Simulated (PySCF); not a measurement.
Method: PBE-D3(BJ)/def2-TZVP // PBE0-D3(BJ)/def2-TZVP run with PySCF. All species are isolated molecules in the gas phase. Delta-SCF ions had no search for a lower state. 

Reference species (SMILES): `C1=CO1` (neutral, multiplicity 1).

```json
{
 "vertical ionisation energy (Delta-SCF)": "8.52 eV",
 "LUMO": "-1.45 eV",
 "dipole_moment": "2.23 D",
 "HOMO–LUMO gap": "2.83 eV"
}
```

Changed species: `C(#C)O`.

Problem. What does the change do to the vertical ionisation energy (Delta-SCF), LUMO, dipole moment and HOMO–LUMO gap?

Solution. the vertical ionisation energy (Delta-SCF) increases by 1.37 eV, to 9.89 eV; the LUMO increases by 0.90 eV, to -0.55 eV; the dipole moment falls by 0.45 D, to 1.78 D; the HOMO–LUMO gap increases by 2.59 eV, to 5.42 eV.
